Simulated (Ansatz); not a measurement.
A short molecular-dynamics run on BrClH4N2Si (`N[Si](N)(Cl)Br`).

```yaml
crystal:
  periodic: [false, false, false]
  atoms:
    - {symbol: N, position_ang: [-0.571463, 1.271006, -0.470529]}
    - {symbol: Si, position_ang: [0.239613, -0.204873, -0.327266]}
    - {symbol: N, position_ang: [-0.030681, -0.831734, 1.217811]}
    - {symbol: Cl, position_ang: [-0.437465, -1.326735, -1.911523]}
    - {symbol: Br, position_ang: [2.457286, -0.148100, -0.526476]}
    - {symbol: H, position_ang: [-0.402678, 2.000410, 0.203610]}
    - {symbol: H, position_ang: [-0.804256, 1.635087, -1.379686]}
    - {symbol: H, position_ang: [-0.972815, -0.947934, 1.555584]}
    - {symbol: H, position_ang: [0.610959, -1.493424, 1.621374]}
basis:
  gaussian: {orbitals: "6-31G*"}
hamiltonian: {xc: {name: revPBE}}
md: {timestep: 0.5 fs, n_steps: 50, ensemble: nvt_langevin, temperature: 1500, initial_velocities: maxwell_boltzmann, friction: 0.01, seed: 39}
```

```sh
$ ansatz run in.yaml --threads 4 --pin off --events-out ev --progress --plain --max-ram 10444MiB
```

| step | time (fs) | potential energy (eV) | kinetic (eV) | T (K) | conserved (eV) |
| --- | --- | --- | --- | --- | --- |
| 0 | 0.0 | -93475.9625 | 1.5511 | 1333 | – |
| 1 | 0.5 | -93475.9074 | 1.5489 | 1331 | – |
| 2 | 1.0 | -93475.7981 | 1.4481 | 1245 | – |
| 3 | 1.5 | -93475.6909 | 1.3136 | 1129 | – |
| 4 | 2.0 | -93475.6242 | 1.2264 | 1054 | – |
| 5 | 2.5 | -93475.6202 | 1.1806 | 1015 | – |
| 6 | 3.0 | -93475.6703 | 1.1631 | 1000 | – |
| 7 | 3.5 | -93475.7303 | 1.2809 | 1101 | – |
| 8 | 4.0 | -93475.7584 | 1.3404 | 1152 | – |
| 9 | 4.5 | -93475.7460 | 1.3740 | 1181 | – |
| 10 | 5.0 | -93475.6949 | 1.3144 | 1130 | – |
| 11 | 5.5 | -93475.6107 | 1.2180 | 1047 | – |
| 12 | 6.0 | -93475.5093 | 1.1558 | 993 | – |
| 13 | 6.5 | -93475.4034 | 1.0876 | 935 | – |
| 14 | 7.0 | -93475.3227 | 1.0464 | 899 | – |
| 15 | 7.5 | -93475.3093 | 0.9699 | 834 | – |
| 16 | 8.0 | -93475.3745 | 1.0711 | 921 | – |
| 17 | 8.5 | -93475.4877 | 1.2245 | 1053 | – |
| 18 | 9.0 | -93475.6017 | 1.3759 | 1183 | – |
| 19 | 9.5 | -93475.6699 | 1.4087 | 1211 | – |
| 20 | 10.0 | -93475.6654 | 1.3902 | 1195 | – |
| 21 | 10.5 | -93475.5952 | 1.2567 | 1080 | – |
| 22 | 11.0 | -93475.5018 | 1.2011 | 1032 | – |
| 23 | 11.5 | -93475.4430 | 1.2388 | 1065 | – |
| 24 | 12.0 | -93475.4524 | 1.2987 | 1116 | – |
| 25 | 12.5 | -93475.5214 | 1.4253 | 1225 | – |
| 26 | 13.0 | -93475.6134 | 1.6262 | 1398 | – |
| 27 | 13.5 | -93475.6900 | 1.7171 | 1476 | – |
| 28 | 14.0 | -93475.7288 | 1.7761 | 1527 | – |
| 29 | 14.5 | -93475.7192 | 1.7716 | 1523 | – |
| 30 | 15.0 | -93475.6719 | 1.6985 | 1460 | – |
| 31 | 15.5 | -93475.6081 | 1.6980 | 1460 | – |
| 32 | 16.0 | -93475.5500 | 1.7725 | 1524 | – |
| 33 | 16.5 | -93475.5242 | 1.6070 | 1381 | – |
| 34 | 17.0 | -93475.5390 | 1.6421 | 1412 | – |
| 35 | 17.5 | -93475.5878 | 1.6055 | 1380 | – |
| 36 | 18.0 | -93475.6600 | 1.6102 | 1384 | – |
| 37 | 18.5 | -93475.7281 | 1.5495 | 1332 | – |
| 38 | 19.0 | -93475.7727 | 1.5913 | 1368 | – |
| 39 | 19.5 | -93475.7874 | 1.6399 | 1410 | – |
| 40 | 20.0 | -93475.7740 | 1.5529 | 1335 | – |
| 41 | 20.5 | -93475.7484 | 1.4625 | 1257 | – |
| 42 | 21.0 | -93475.7283 | 1.5442 | 1327 | – |
| 43 | 21.5 | -93475.7252 | 1.5840 | 1362 | – |
| 44 | 22.0 | -93475.7482 | 1.6189 | 1392 | – |
| 45 | 22.5 | -93475.7834 | 1.5956 | 1372 | – |
| 46 | 23.0 | -93475.8068 | 1.6638 | 1430 | – |
| 47 | 23.5 | -93475.7901 | 1.6716 | 1437 | – |
| 48 | 24.0 | -93475.7274 | 1.7000 | 1461 | – |
| 49 | 24.5 | -93475.6290 | 1.6113 | 1385 | – |
| 50 | 25.0 | -93475.5140 | 1.4863 | 1278 | – |

Velocities are drawn at the set temperature; a run this short doesn't reach equilibrium.

Frames (Å, forces in eV/Å):

```xyz
9
time=0.0 fs
N    -0.571    1.271   -0.471   -0.512    0.202    0.056
Si    0.240   -0.205   -0.327    0.336   -0.117   -0.206
N    -0.031   -0.832    1.218    0.034    0.135    0.493
Cl   -0.437   -1.327   -1.912   -0.296   -0.421   -0.619
Br    2.457   -0.148   -0.526    0.660    0.011   -0.034
H    -0.403    2.000    0.204    0.110    0.426    0.380
H    -0.804    1.635   -1.380   -0.136    0.239   -0.513
H    -0.973   -0.948    1.556   -0.544   -0.084    0.190
H     0.611   -1.493    1.621    0.348   -0.392    0.251
9
time=1.0 fs
N    -0.577    1.279   -0.461   -0.278   -2.834   -0.245
Si    0.240   -0.217   -0.332    0.118    0.420    0.359
N    -0.033   -0.850    1.225    1.993   -0.413    0.200
Cl   -0.432   -1.314   -1.918   -0.378   -0.540   -0.787
Br    2.456   -0.147   -0.525    0.685    0.011   -0.042
H    -0.420    1.985    0.168    0.596    2.371    2.251
H    -0.816    1.614   -1.343   -0.595    0.791   -2.095
H    -0.968   -0.955    1.529   -1.339   -0.342    0.626
H     0.649   -1.528    1.628   -0.803    0.536   -0.267
9
time=2.0 fs
N    -0.581    1.286   -0.452   -0.056   -4.192   -0.266
Si    0.242   -0.230   -0.338   -0.040    0.939    0.893
N    -0.033   -0.868    1.231    3.172   -0.734   -0.032
Cl   -0.427   -1.301   -1.925   -0.468   -0.670   -0.972
Br    2.455   -0.145   -0.525    0.718    0.005   -0.049
H    -0.430    1.993    0.153    0.801    3.071    2.896
H    -0.830    1.603   -1.326   -0.814    0.966   -2.740
H    -0.971   -0.963    1.506   -1.673   -0.522    0.851
H     0.683   -1.559    1.632   -1.640    1.136   -0.581
9
time=3.0 fs
N    -0.585    1.290   -0.444    0.021   -3.214   -0.265
Si    0.243   -0.244   -0.343   -0.165    1.440    1.376
N    -0.032   -0.885    1.237    2.934   -0.848   -0.096
Cl   -0.422   -1.290   -1.931   -0.562   -0.802   -1.165
Br    2.454   -0.144   -0.525    0.764   -0.006   -0.055
H    -0.432    2.030    0.154    0.644    2.022    1.998
H    -0.852    1.603   -1.332   -0.577    0.610   -1.868
H    -0.990   -0.974    1.491   -0.978   -0.569    0.734
H     0.705   -1.585    1.628   -2.080    1.368   -0.660
9
time=4.0 fs
N    -0.589    1.291   -0.434   -0.053   -0.921   -0.351
Si    0.245   -0.256   -0.348   -0.249    1.858    1.804
N    -0.029   -0.901    1.242    1.740   -0.615   -0.244
Cl   -0.415   -1.279   -1.938   -0.654   -0.924   -1.346
Br    2.452   -0.143   -0.524    0.810   -0.016   -0.057
H    -0.428    2.084    0.175    0.283   -0.017    0.372
H    -0.879    1.612   -1.355   -0.039    0.019   -0.176
H    -1.016   -0.994    1.479    0.165   -0.536    0.485
H     0.709   -1.597    1.614   -2.002    1.151   -0.488
9
time=5.0 fs
N    -0.593    1.292   -0.424   -0.210    0.702   -0.658
Si    0.246   -0.268   -0.351   -0.298    2.217    2.143
N    -0.023   -0.919    1.246    0.188    0.150   -0.718
Cl   -0.408   -1.268   -1.947   -0.735   -1.020   -1.490
Br    2.451   -0.143   -0.522    0.852   -0.026   -0.058
H    -0.423    2.134    0.197    0.033   -1.469   -0.710
H    -0.907    1.621   -1.377    0.444   -0.435    1.199
H    -1.035   -1.018    1.468    0.970   -0.477    0.328
H     0.692   -1.596    1.595   -1.245    0.357   -0.036
9
time=6.0 fs
N    -0.596    1.292   -0.414   -0.342    1.604   -0.861
Si    0.245   -0.279   -0.354   -0.274    2.515    2.368
N    -0.017   -0.938    1.248   -1.860    1.519   -1.470
Cl   -0.403   -1.259   -1.956   -0.800   -1.091   -1.599
Br    2.450   -0.144   -0.521    0.862   -0.032   -0.059
H    -0.422    2.174    0.209   -0.087   -2.327   -1.247
H    -0.934    1.628   -1.388    0.755   -0.716    1.941
H    -1.048   -1.044    1.453    1.532   -0.403    0.240
H     0.657   -1.594    1.573    0.214   -1.071    0.687
9
time=7.0 fs
N    -0.599    1.293   -0.405   -0.345    1.687   -0.855
Si    0.245   -0.289   -0.355   -0.292    2.760    2.550
N    -0.011   -0.957    1.250   -3.718    3.113   -2.295
Cl   -0.397   -1.250   -1.965   -0.847   -1.135   -1.673
Br    2.448   -0.144   -0.519    0.878   -0.032   -0.061
H    -0.421    2.192    0.214   -0.115   -2.588   -1.368
H    -0.961    1.627   -1.378    0.867   -0.766    2.062
H    -1.051   -1.069    1.441    1.758   -0.343    0.211
H     0.624   -1.600    1.555    1.815   -2.696    1.430
9
time=8.0 fs
N    -0.601    1.294   -0.396   -0.246    1.140   -0.727
Si    0.244   -0.296   -0.355   -0.283    2.868    2.664
N    -0.008   -0.975    1.251   -3.565    3.370   -2.451
Cl   -0.392   -1.241   -1.975   -0.874   -1.153   -1.710
Br    2.446   -0.144   -0.516    0.891   -0.023   -0.064
H    -0.417    2.186    0.204   -0.064   -2.312   -1.108
H    -0.985    1.613   -1.350    0.781   -0.643    1.682
H    -1.040   -1.091    1.426    1.371   -0.337    0.294
H     0.606   -1.635    1.551    1.989   -2.910    1.419
9
time=9.0 fs
N    -0.605    1.295   -0.388    0.003   -0.155   -0.468
Si    0.243   -0.302   -0.354   -0.304    2.868    2.677
N    -0.007   -0.992    1.250   -1.418    2.013   -1.874
Cl   -0.388   -1.233   -1.986   -0.867   -1.123   -1.673
Br    2.443   -0.144   -0.514    0.899   -0.008   -0.064
H    -0.415    2.159    0.185    0.114   -1.420   -0.449
H    -0.998    1.592   -1.310    0.421   -0.350    0.772
H    -1.016   -1.114    1.415    0.440   -0.391    0.441
H     0.606   -1.698    1.559    0.712   -1.435    0.638
9
time=10.0 fs
N    -0.610    1.294   -0.379    0.213   -2.258   -0.404
Si    0.241   -0.306   -0.351   -0.299    2.776    2.559
N    -0.007   -1.008    1.249    0.940    0.309   -1.116
Cl   -0.384   -1.224   -1.999   -0.834   -1.059   -1.575
Br    2.441   -0.144   -0.513    0.876    0.009   -0.059
H    -0.414    2.116    0.161    0.502    0.274    0.728
H    -1.007    1.570   -1.267   -0.123    0.002   -0.445
H    -0.992   -1.137    1.411   -0.642   -0.444    0.574
H     0.610   -1.774    1.578   -0.633    0.392   -0.262
9
time=11.0 fs
N    -0.615    1.293   -0.372    0.386   -4.640   -0.362
Si    0.238   -0.309   -0.347   -0.269    2.619    2.392
N    -0.005   -1.024    1.249    2.247   -0.720   -0.631
Cl   -0.382   -1.216   -2.012   -0.786   -0.978   -1.434
Br    2.440   -0.143   -0.512    0.823    0.023   -0.049
H    -0.408    2.074    0.146    0.986    2.227    1.992
H    -1.012    1.544   -1.233   -0.746    0.418   -1.721
H    -0.974   -1.164    1.411   -1.414   -0.451    0.643
H     0.604   -1.842    1.597   -1.228    1.502   -0.829
9
time=12.0 fs
N    -0.619    1.286   -0.364    0.413   -5.105   -0.304
Si    0.234   -0.312   -0.342   -0.216    2.403    2.153
N    -0.001   -1.040    1.248    2.384   -1.303   -0.267
Cl   -0.380   -1.208   -2.028   -0.726   -0.887   -1.259
Br    2.440   -0.142   -0.511    0.757    0.030   -0.036
H    -0.393    2.053    0.156    1.068    2.609    2.136
H    -1.026    1.522   -1.220   -0.863    0.566   -1.884
H    -0.965   -1.197    1.417   -1.542   -0.333    0.572
H     0.586   -1.896    1.605   -1.274    2.020   -1.111
9
time=13.0 fs
N    -0.623    1.275   -0.358    0.504   -3.743    0.027
Si    0.230   -0.315   -0.337   -0.195    2.122    1.871
N     0.003   -1.058    1.246    1.094   -1.564    0.094
Cl   -0.378   -1.201   -2.044   -0.655   -0.793   -1.065
Br    2.439   -0.140   -0.511    0.691    0.030   -0.014
H    -0.373    2.047    0.190    0.600    1.409    1.106
H    -1.046    1.497   -1.226   -0.529    0.548   -1.139
H    -0.977   -1.236    1.433   -0.607    0.015    0.259
H     0.553   -1.931    1.602   -0.903    1.976   -1.138
9
time=14.0 fs
N    -0.626    1.262   -0.351    0.520   -1.888    0.274
Si    0.227   -0.317   -0.331   -0.188    1.810    1.591
N     0.007   -1.079    1.243   -0.629   -1.294    0.240
Cl   -0.375   -1.193   -2.060   -0.588   -0.705   -0.870
Br    2.438   -0.139   -0.510    0.637    0.027    0.012
H    -0.345    2.052    0.233   -0.046   -0.135   -0.224
H    -1.070    1.481   -1.239    0.041    0.414    0.006
H    -0.995   -1.277    1.453    0.406    0.438   -0.112
H     0.505   -1.952    1.586   -0.154    1.333   -0.917
9
time=15.0 fs
N    -0.630    1.249   -0.343    0.476   -0.498    0.352
Si    0.224   -0.319   -0.324   -0.199    1.494    1.280
N     0.009   -1.103    1.238   -2.157   -0.404    0.095
Cl   -0.374   -1.185   -2.077   -0.511   -0.602   -0.642
Br    2.438   -0.137   -0.511    0.577    0.023    0.040
H    -0.314    2.057    0.272   -0.584   -1.207   -1.214
H    -1.094    1.472   -1.252    0.570    0.266    0.987
H    -1.008   -1.317    1.469    1.028    0.791   -0.402
H     0.457   -1.962    1.563    0.799    0.137   -0.496
9
time=16.0 fs
N    -0.635    1.235   -0.334    0.442    0.162    0.368
Si    0.220   -0.321   -0.318   -0.195    1.139    0.963
N     0.010   -1.126    1.234   -3.257    0.902   -0.249
Cl   -0.373   -1.180   -2.096   -0.428   -0.492   -0.396
Br    2.437   -0.136   -0.512    0.517    0.021    0.063
H    -0.286    2.047    0.294   -0.879   -1.579   -1.624
H    -1.108    1.466   -1.253    0.838    0.179    1.449
H    -1.014   -1.341    1.481    1.233    1.006   -0.559
H     0.413   -1.974    1.535    1.728   -1.338   -0.016
9
time=17.0 fs
N    -0.640    1.221   -0.323    0.351    0.399    0.262
Si    0.217   -0.322   -0.311   -0.157    0.782    0.622
N     0.009   -1.147    1.231   -3.206    1.311   -0.307
Cl   -0.372   -1.174   -2.115   -0.349   -0.385   -0.154
Br    2.436   -0.133   -0.513    0.454    0.018    0.085
H    -0.267    2.024    0.303   -0.955   -1.497   -1.618
H    -1.107    1.466   -1.248    0.928    0.090    1.615
H    -1.005   -1.355    1.493    0.944    1.057   -0.557
H     0.387   -2.006    1.504    1.990   -1.775    0.051
9
time=18.0 fs
N    -0.645    1.208   -0.313    0.276    0.292    0.225
Si    0.213   -0.324   -0.304   -0.102    0.447    0.306
N     0.006   -1.167    1.227   -2.013    0.684   -0.218
Cl   -0.370   -1.168   -2.133   -0.281   -0.291    0.060
Br    2.435   -0.130   -0.514    0.398    0.016    0.103
H    -0.258    1.992    0.304   -0.845   -1.112   -1.327
H    -1.093    1.473   -1.234    0.818    0.039    1.430
H    -0.982   -1.357    1.499    0.145    0.919   -0.347
H     0.381   -2.055    1.470    1.604   -0.993   -0.233
9
time=19.0 fs
N    -0.650    1.197   -0.303    0.157   -0.367    0.203
Si    0.209   -0.324   -0.298   -0.035    0.140   -0.031
N     0.003   -1.184    1.223   -0.108   -0.277   -0.316
Cl   -0.369   -1.165   -2.150   -0.222   -0.206    0.255
Br    2.434   -0.128   -0.516    0.345    0.019    0.117
H    -0.251    1.946    0.295   -0.484   -0.257   -0.638
H    -1.071    1.488   -1.209    0.518    0.068    0.844
H    -0.952   -1.350    1.498   -1.135    0.635    0.079
H     0.385   -2.113    1.429    0.963    0.245   -0.513
9
time=20.0 fs
N    -0.653    1.186   -0.293   -0.102   -1.409    0.194
Si    0.206   -0.324   -0.293    0.059   -0.209   -0.325
N     0.002   -1.201    1.217    1.501   -0.962   -0.626
Cl   -0.367   -1.161   -2.166   -0.168   -0.124    0.435
Br    2.433   -0.125   -0.517    0.303    0.024    0.125
H    -0.251    1.899    0.283    0.140    0.910    0.386
H    -1.041    1.502   -1.176    0.062    0.222   -0.104
H    -0.931   -1.338    1.500   -2.131    0.333    0.486
H     0.401   -2.163    1.377    0.336    1.214   -0.570
9
time=21.0 fs
N    -0.656    1.174   -0.279   -0.608   -2.175   -0.174
Si    0.202   -0.323   -0.289    0.183   -0.544   -0.564
N     0.004   -1.216    1.210    1.966   -1.444   -0.793
Cl   -0.365   -1.158   -2.182   -0.125   -0.053    0.583
Br    2.432   -0.122   -0.518    0.259    0.025    0.127
H    -0.246    1.859    0.279    0.745    1.917    1.287
H    -1.010    1.514   -1.154   -0.170    0.307   -0.609
H    -0.927   -1.325    1.511   -2.017    0.137    0.568
H     0.427   -2.199    1.313   -0.232    1.828   -0.425
9
time=22.0 fs
N    -0.661    1.160   -0.265   -0.950   -2.147   -0.363
Si    0.199   -0.323   -0.285    0.284   -0.845   -0.796
N     0.006   -1.232    1.203    1.106   -1.234   -0.778
Cl   -0.363   -1.154   -2.197   -0.085    0.010    0.722
Br    2.432   -0.119   -0.517    0.230    0.026    0.128
H    -0.238    1.831    0.285    1.014    2.266    1.681
H    -0.985    1.531   -1.136   -0.240    0.276   -0.782
H    -0.945   -1.313    1.522   -0.847   -0.011    0.267
H     0.448   -2.207    1.232   -0.513    1.659   -0.079
9
time=23.0 fs
N    -0.668    1.145   -0.252   -0.587   -0.767    0.278
Si    0.196   -0.323   -0.281    0.360   -1.067   -0.971
N     0.009   -1.249    1.196   -0.265   -0.331   -0.656
Cl   -0.362   -1.150   -2.211   -0.049    0.056    0.842
Br    2.431   -0.115   -0.517    0.207    0.020    0.129
H    -0.222    1.825    0.310    0.471    1.309    1.009
H    -0.967    1.550   -1.120   -0.209    0.161   -0.723
H    -0.971   -1.301    1.539    0.568   -0.200   -0.190
H     0.464   -2.192    1.148   -0.495    0.818    0.282
9
time=24.0 fs
N    -0.676    1.128   -0.241   -0.170    1.198    0.770
Si    0.192   -0.323   -0.278    0.486   -1.336   -1.082
N     0.012   -1.267    1.192   -1.501    0.724   -0.502
Cl   -0.361   -1.147   -2.224   -0.019    0.093    0.946
Br    2.429   -0.111   -0.516    0.185    0.013    0.128
H    -0.198    1.828    0.343   -0.321    0.036    0.052
H    -0.952    1.575   -1.112   -0.040   -0.162   -0.233
H    -1.001   -1.296    1.551    1.767   -0.431   -0.622
H     0.476   -2.173    1.059   -0.387   -0.135    0.542
9
time=25.0 fs
N    -0.683    1.109   -0.228    0.045    2.939    0.970
Si    0.189   -0.323   -0.275    0.653   -1.631   -1.184
N     0.014   -1.283    1.188   -1.934    1.378   -0.479
Cl   -0.361   -1.143   -2.237    0.008    0.123    1.041
Br    2.428   -0.108   -0.516    0.165    0.007    0.127
H    -0.175    1.830    0.373   -0.908   -0.890   -0.586
H    -0.937    1.604   -1.100    0.087   -0.556    0.235
H    -1.016   -1.287    1.563    2.350   -0.710   -0.889
H     0.489   -2.160    0.970   -0.466   -0.660    0.765
```

It took 68 s on 4 threads of an Arm Neoverse V1 on a shared host, with 0.18 GiB of host memory at the peak.
